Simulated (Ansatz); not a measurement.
Computed with Ansatz on PBE0-D4/def2-TZVP structures; ΔE is electronic, products minus reactants. CCSD(T)/CBS adds triple-zeta CCSD(T) − MP2 to the extrapolated MP2 energy (def2 sets, frozen cores). This one scheme is used for every species. Functionals use def2-TZVPP. For Br, Ga outer-core shells are correlated without core-valence functions, which leaves a few kJ/mol of doubt a bond. Scalar relativity is left out up to krypton. One conformer a species, not always the lowest.

`[CH3][Ga]([F])[Br]` + `CN(C)[SiH]` → `C[N](C)[Ga]([F])[Br]` + `C[SiH]`  (redistribution)

```json
{"level": "ωB97M-V", "ΔE (kJ/mol)": "103.1"}
{"level": "B2PLYP", "ΔE (kJ/mol)": "103.5"}
```

Problem. What does CCSD(T)/CBS give? (Estimate.)

Solution. The calculation gave: +99.3 kJ/mol. The listed levels differ from it by 3.8, 4.2 kJ/mol.

Largest T1 diagnostic among the species: 0.015.

From PBE to PBE0 (25 % exact exchange), in def2-TZVPP and without D4, ΔE moves by −4.6 kJ/mol. At CCSD(T), def2-SVP lies −10.5 kJ/mol from the extrapolated value and def2-TZVPP −2.8 kJ/mol. In def2-TZVPP, CCSD(T) changes the Hartree–Fock value by +6.9 kJ/mol (the triples alone add +3.2 kJ/mol) and MP2 by +11.4 kJ/mol.

CCSD(T)/CBS has its own doubt, a few kJ/mol and more with outer-core shells, so smaller differences from it don't rank the levels.
